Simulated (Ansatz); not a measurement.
A nudged elastic band was laid between two geometries of BH3O2 + FH + FH (10 atoms, charge 0, multiplicity 1).

These are results of RKS PBE/def2-SVP (Ansatz), not measurements.

```yaml
movable_images: 7
climbing_image: yes
spring: 5.0 eV/Å²
optimiser: quadratic models (default)
start_path: through a guess of the saddle point
force_threshold: 0.05 eV/Å
iteration_limit: 60
end_points: relaxed
```

Initial state:

```xyz
10
Properties=species:S:1:pos:R:3
B -0.906 0.132 0.003
H -1.039 0.697 1.065
O -0.313 -1.137 0.023
O -1.470 0.517 -1.173
H 1.695 0.554 0.353
F 1.315 1.220 -0.233
H 1.017 -1.093 0.784
F 1.860 -0.770 1.174
H -0.288 -1.520 -0.877
H -1.871 1.402 -1.119
```

Final state:

```xyz
10
Properties=species:S:1:pos:R:3
B -0.099 -0.292 -1.094
H -0.702 1.629 2.053
O 0.004 -1.247 -2.052
O -1.214 -0.098 -0.346
H 1.598 0.041 0.634
F 1.006 0.507 -0.925
H -0.145 1.099 1.987
F 1.440 -0.394 1.458
H -0.802 -1.792 -2.092
H -1.086 0.546 0.378
```

(1) Which bonds break or form, and what moves?

(2) Give the energies along the band, and the barrier.

(3) What is the geometry of the highest image?

Answers

(1) Bonds broken: B1–H2, H5–F6, H7–F8. Bonds formed: B1–F6, H2–H7, H5–F8. BH3O2 + FH + FH becomes BFH2O2 + FH + H2.

(2) The forces met the threshold. The highest image is number 3 of 0 to 8, 0.80 eV above the first end and 1.56 eV above the last; the last end lies 0.75 eV below the first. Neighbouring images differ by up to 1.3 eV, so the band resolves the path poorly. A vibrational analysis at the climbing image gives one clearly imaginary mode, 880i cm⁻¹: a first-order saddle point. The orbitals stay closed-shell, which can raise the energy where a bond breaks towards radicals; this wasn't checked here.

```csv
image,path coordinate (Å),energy (eV),B1–H2 (Å),H5–F6 (Å),H7–F8 (Å)
0,0.00,0.00,1.21,0.97,0.98
1,1.03,0.19,1.21,0.95,0.96
2,2.06,0.36,1.23,0.95,0.96
3,3.09,0.80,1.36,1.14,1.16
4,4.13,-0.46,2.17,1.61,1.90
5,5.17,-0.67,3.05,1.75,2.21
6,6.20,-0.70,3.62,1.76,2.23
7,7.24,-0.74,3.87,1.76,2.27
8,8.28,-0.75,3.74,1.73,2.24
```

(3) 
```xyz
10
Properties=species:S:1:pos:R:3:forces:R:3
B -0.447 -0.123 -0.259 -0.03 0.00 -0.01
H -0.435 0.012 1.093 0.00 0.00 0.01
O -0.343 -1.468 -0.536 0.00 -0.01 0.01
O -1.457 0.636 -0.823 -0.01 -0.01 0.00
H 1.574 0.387 0.340 0.02 -0.01 0.01
F 0.993 0.625 -0.608 0.00 0.03 -0.03
H 0.540 -0.040 1.389 0.02 0.00 0.00
F 1.698 0.051 1.458 -0.02 -0.01 0.01
H -0.753 -1.669 -1.396 0.00 0.01 0.00
H -1.371 1.589 -0.658 0.02 0.00 0.00
```

Run time: 2.8 min on 2 threads of Arm Neoverse V2, on a shared host, peak memory 0.12 GiB.
